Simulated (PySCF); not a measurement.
# C₆ coefficients of unlike pairs at PBE

Calculated with PySCF 2.14 from the dipole response of each species, C₆(A,B) = (3/π) ∫ α_A(iu) α_B(iu) du, in atomic units, from isotropic polarisabilities. For ions this is the dispersion term alone; charge-induced terms of lower order in 1/R come first.

```csv
species,configuration,basis,relativity,α (bohr³),C₆ (like pair)
Be⁺,[He] 2s1 (2S),dyall-acv3z (15s9p4d2f),spin-free X2C,21.51,57.27
O⁺,[He] 2s2 2p3 (4S),aug-cc-pV5Z (7s6p5d4f3g2h),none,2.686,5.294
Fe³⁺,[Ar] 3d5 (6S),dyall-av2z (16s12p7d2f),none,1.834,4.356
Cu²⁺,[Ar] 3d9 (2D),"aug-cc-pwCVTZ-DK with one added diffuse shell each of s, p, d, f, g type (11s10p8d5f4g)",spin-free X2C,3.290,9.086
```

(1) Estimate C₆ for O⁺ with Be⁺.

No spin-orbit coupling is included.

The other pairs:

| pair | C₆ |
| --- | --- |
| Cu²⁺, Fe³⁺ | 6.223 |
| Cu²⁺, Be⁺ | 15.50 |
| Fe³⁺, Be⁺ | 9.276 |
| Fe³⁺, O⁺ | 4.628 |
| Cu²⁺, O⁺ | 6.870 |

Results:

(1) The integral gives 12.53. The combination rule 2 C_A C_B / (C_A α_B/α_A + C_B α_A/α_B) gives 12.24 and the geometric mean 17.41.
